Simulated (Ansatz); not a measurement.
`C[CH2][Sn]([OH])([Br])[N](C)C` → Br• + 4 C• + 12 H• + N• + O• + Sn•  (atomization)

Gas-phase electronic energies from Ansatz, PBE0-D4/def2-TZVP geometries. CCSD(T)/CBS is the MP2 limit (def2-TZVPP, def2-QZVPP) plus CCSD(T) − MP2 in def2-TZVPP, frozen cores. This one scheme is used for every species, atoms too. Functionals use def2-TZVPP. HSE06 is defined as in plane-wave codes. Open shells (•) are unrestricted, without spin–orbit coupling. Spin–orbit coupling would lower the free atoms: a little for C, O; clearly for Br; strongly for Sn. def2 core potentials past Kr. For Br, Sn outer-core shells are correlated without core-valence functions, so the limit isn't a true one: a few kJ/mol of doubt a bond, and 10 to 20 or more in all where bonds break to atoms. Scalar relativity is left out up to krypton. Each species was taken in one conformer, which may not be the lowest.

`C[CH2][Sn]([OH])([Br])[N](C)C`:

Z-matrix (Å, degrees):
```
C
C 1 1.521
H 1 1.093 2 110.6
H 1 1.092 2 111.5 3 119.8
H 1 1.092 2 111.6 3 -119.8
Sn 2 2.129 1 112.0 3 -179.4
H 2 1.092 1 112.1 3 60.3
H 2 1.093 1 111.5 3 -60.5
Br 6 2.489 2 112.8 1 -51.2
O 6 1.969 2 107.1 1 62.6
N 6 2.009 2 114.5 1 -171.3
H 10 0.960 6 113.1 2 -143.9
C 11 1.443 6 119.7 2 173.2
C 11 1.444 6 117.7 2 -42.9
H 13 1.092 11 110.6 6 -36.5
H 13 1.098 11 109.8 6 -154.7
H 13 1.101 11 113.2 6 85.3
H 14 1.098 11 109.9 6 153.3
H 14 1.094 11 111.0 6 35.1
H 14 1.102 11 113.5 6 -86.6
```

(1) What is ΔE at CCSD(T)/CBS? (Estimate.)

(2) What do these levels give: LDA (SPW92), PBE0-D4, BHLYP-D4, PBE0, r2SCANh, r2SCAN0, HSE06, HF/def2-SVP, HF/def2-TZVPP, MP2/def2-QZVPP, HF/CBS(def2), MP2/CBS(def2)? (Estimate.)

Largest T1 diagnostic among the species: 0.011.

Answers

(1) Ansatz gave: +7332.5 kJ/mol.

(2) Computed: LDA (SPW92) 8346.2, PBE0-D4 7308.1, BHLYP-D4 7085.3, PBE0 7262.2, r2SCANh 7237.5, r2SCAN0 7175.8, HSE06 7269.0, HF/def2-SVP 5266.7, HF/def2-TZVPP 5235.5, MP2/def2-QZVPP 7337.9, HF/CBS(def2) 5248.2, MP2/CBS(def2) 7422.3 kJ/mol.

From BLYP to BHLYP (50 % exact exchange), in def2-TZVPP and without D4, ΔE moves by −142.0 kJ/mol: exact exchange takes away binding that semilocal exchange gives to molecules. Leaving LDA and LC-ωPBE aside and taking each functional with its dispersion term where it has one, the values, not all of them listed here, spread over 346.0 kJ/mol, from BHLYP-D4 to PBE-D4. LDA lies +967.7 kJ/mol from PBE without D4, its usual overbinding.

For atomizations the MP2-based limit and the directly extrapolated one differ by several kJ/mol either way, and by 10 to 25 for some Ge, Se and Sn compounds, so smaller differences from it don't rank the levels.
